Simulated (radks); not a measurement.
Excited configurations of the holmium ion Ho22+: one electron is placed in a higher orbital outside [Kr] 4d8. The ground configuration is [Kr] 4d9. Calculated with a radial shooting solver on a logarithmic mesh with Libxc functionals: scalar-relativistic Kohn-Sham, PBE, spin-polarised, spherical densities, point nucleus; open shells are filled with parallel spins first (spin-orbit coupling, left out, can overturn this in heavy ions). Excitation = E - E(ground); binding = E(ion) - E, where the ion is the core of charge +23; n* = 23/sqrt(2 binding) in atomic units. These energies are relativistic, and a one-electron ion of charge +23 with no core already has n* below n in this formula (scalar-relativistic equation, point nucleus: 5s 4.988, 5d 4.996, 6p 5.992, 6d 5.996, 6f 5.998, 7f 6.997). The quantum defect is therefore taken as that value minus n*, so that it holds no relativistic shift of the bare ion.

| outer orbital | excitation (eV) | binding (eV) | quantum defect | <r> (bohr) |
|---|---|---|---|---|
| 5s | 236.98 | 523.77 | 1.281 | 0.9174 |
| 5d | 344.42 | 416.32 | 0.839 | 1.026 |
| 6p | 460.06 | 300.68 | 1.100 | 1.544 |
| 6d | 491.51 | 269.23 | 0.826 | 1.643 |
| 6f | 524.84 | 235.90 | 0.474 | 1.745 |
| 7f | 591.29 | 169.45 | 0.480 | 2.530 |

The Delta-SCF ionisation energy is 760.74 eV (NIST Atomic Spectra Database: 755 eV, theoretical). Self-interaction in the functional shifts the binding energies and quantum defects, so they are the method's values and not measured ones. Open shells are spherical and high-spin; term and fine-structure splittings are not resolved. Spin-orbit splitting is averaged out at the scalar-relativistic level.
